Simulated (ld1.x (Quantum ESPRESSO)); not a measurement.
## Reading a pseudo-wave (Ru)

Columns: radius, all-electron u(r) and pseudo u(r) of the 5p shell (level -13.46 eV) of ruthenium in the configuration [Ar] 3d10 4s2 4p6 4d6 5s0 5p0; PBE, scalar-relativistic, PAW scheme, ld1.x (Quantum ESPRESSO) 7.5.

```
r (bohr)  all-electron   pseudo
   0.113        0.0781   0.0008
   0.225       -0.1398   0.0030
   0.338       -0.1635   0.0060
   0.450       -0.0355   0.0087
   0.563        0.1195   0.0098
   0.675        0.2333   0.0079
   0.788        0.2899   0.0015
   0.900        0.2924  -0.0106
   1.013        0.2534  -0.0295
   1.125        0.1870  -0.0556
   1.238        0.1038  -0.0894
   1.350        0.0142  -0.1300
   1.463       -0.0771  -0.1771
   1.575       -0.1644  -0.2286
   1.688       -0.2464  -0.2836
   1.800       -0.3202  -0.3392
   1.913       -0.3862  -0.3941
   2.025       -0.4431  -0.4454
   2.138       -0.4917  -0.4921
   2.250       -0.5317  -0.5317
   2.363       -0.5642  -0.5642
   2.475       -0.5892  -0.5892
   2.588       -0.6076  -0.6076
   2.700       -0.6199  -0.6199
   2.813       -0.6268  -0.6268
   2.925       -0.6288  -0.6288
```

Task: How many radial nodes do the two functions have?

Result: The all-electron 5p function has n − l − 1 = 3; the pseudo-wave has 1, since 1 lower shell of the same l stays in the valence.

Task: At about which radius was the pseudo-wave matched?

Result: 2.25 bohr, where the columns begin to agree (steps of 0.11 bohr).

Task: Is the pseudo-wave norm-conserving?

Result: No, it belongs to a PAW set: the norm inside the radius is not constrained, and the difference is carried by the augmentation charge.
